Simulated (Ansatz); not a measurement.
Reaction (ligand exchange at the Al–C bond): `C=[C](Cl)[AlH][F]` + `N=C=O` → `O=C=[N][AlH][F]` + `C=CCl`

Computed with Ansatz on PBE0-D4/def2-TZVP structures; ΔE is electronic, products minus reactants. CCSD(T)/CBS is the MP2 limit (def2-TZVPP, def2-QZVPP) plus CCSD(T) − MP2 in def2-TZVPP, frozen cores. This one scheme is used for every species. Functionals use def2-TZVPP. HSE06 is defined as in plane-wave codes. One conformer a species, not always the lowest.

| level | ΔE (kcal/mol) | difference from CCSD(T)/CBS |
| --- | --- | --- |
| PBE-D4 | -29.0 | 3.0 |
| r2SCANh-D4 | -32.3 | -0.3 |
| HSE06-D4 | -30.9 | 1.1 |
| B2PLYP | -33.0 | -1.0 |
| revPBE | -29.8 | 2.2 |
| BLYP | -31.6 | 0.4 |
| r2SCANh | -32.4 | -0.4 |
| HSE06 | -31.4 | 0.6 |
| CCSD(T)/def2-SVP | -33.7 | -1.7 |
| HF/def2-TZVPP | -37.6 | -5.6 |
| MP2/def2-TZVPP | -32.9 | -0.9 |
| SCS-MP2/def2-TZVPP | -33.4 | -1.4 |
| CCSD(T)/def2-TZVPP | -32.3 | -0.3 |
| HF/def2-QZVPP | -37.6 | -5.6 |
| HF/CBS(def2) | -37.6 | -5.6 |
| CCSD/CBS(def2) | -33.1 | -1.1 |
| CCSD(T)/CBS | -32.0 | 0 |

Largest T1 diagnostic among the species: 0.018.

The D4 term adds +1.0 kcal/mol with B3LYP and +0.5 kcal/mol with PBE0; it sums over pairs of atoms, weighted by their polarisabilities, and B3LYP, whose exchange is more repulsive, gets the larger term. In def2-TZVPP, CCSD(T) changes the Hartree–Fock value by +5.3 kcal/mol (the triples alone add +1.1 kcal/mol) and MP2 by +4.7 kcal/mol.

B3LYP here is the variant with VWN-RPA as its local correlation; programs differ in this.
